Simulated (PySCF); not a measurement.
C5H9F3N (charge +1).
Atom-mapped SMILES: `[F:1][C:2]([F:3])([F:4])[C@@H:5]1[CH2:6][CH2:7][CH2:8][NH2+:9]1` (hydrogens: H10 on C5; H11, H12 on C6; H13, H14 on C7; H15, H16 on C8; H17, H18 on N9)

The geometry is computed with GFN2-xTB (gas phase).

(1) List the bond lengths, angles and torsions at this level.

## Answers

(1) 
```tsv
bond	length (Å)
F1–C2, C2–F4	1.339
C2–F3	1.316
C2–C5	1.542
C5–C6	1.540
C6–C7	1.531
C7–C8	1.519
C8–N9	1.493
C5–N9	1.501
C5–H10	1.094
C6–H11	1.089
C6–H12	1.089
C7–H13	1.090
C7–H14	1.086
C8–H15	1.088
C8–H16	1.091
N9–H17	1.031
N9–H18	1.026
```

Bonds in one row agree within 0.01 Å and their mean is given. A selection of angles:
```tsv
angle	degrees
F1–C2–F3	109.0
F1–C2–F4	106.7
F1–C2–C5	109.8
F3–C2–C5	112.1
C2–C5–C6	112.3
C2–C5–N9	108.5
C6–C5–N9	105.6
C5–C6–C7	104.6
C6–C7–C8	102.5
C7–C8–N9	102.3
C5–N9–C8	106.6
H17–N9–C8	108.3
H17–N9–C5	108.9
H18–N9–C8	112.9
H18–N9–C5	112.7
```

Torsions: F1–C2–C5–C6 60° (synclinal); C2–C5–C6–C7 -107° (anticlinal); C5–C6–C7–C8 -33° (synclinal); C6–C7–C8–N9 43° (synclinal); C7–C8–N9–C5 -37° (synclinal); C2–C5–N9–C8 137° (anticlinal).

H17 on N9 lies 2.28 Å from F1, 4 bonds away (angle at H 108°; Bondi radii sum to 2.67 Å). The 4 C–C bonds span 1.519 Å (C7–C8, drawn single) to 1.542 Å (C2–C5, drawn single), a spread of 0.023 Å. Of the pairs four or more bonds apart, those above aside, F3···H12 is among the closest relative to their van der Waals radii: 2.58 Å, 97 % of the sum of Bondi's values. N9 (ammonium nitrogen) is tetrahedral (angles from 106.6° to 112.9°). The 3 C–F bonds span 1.316 Å (C2–F3, drawn single) to 1.340 Å (F1–C2, drawn single), a spread of 0.024 Å. The 5-membered ring C5–C6–C7–C8–N9 has internal angles of 102.3° to 106.6° (sum 522°, against 540° for a flat polygon); it is puckered, 0.19 Å rms from its mean plane, widest ring torsion 43°.

Point group: C1 (no symmetry element, even within 0.4 Å). No GFN2-xTB frequencies stand behind this structure, so it isn't proved a minimum.

One conformer stands for the species.
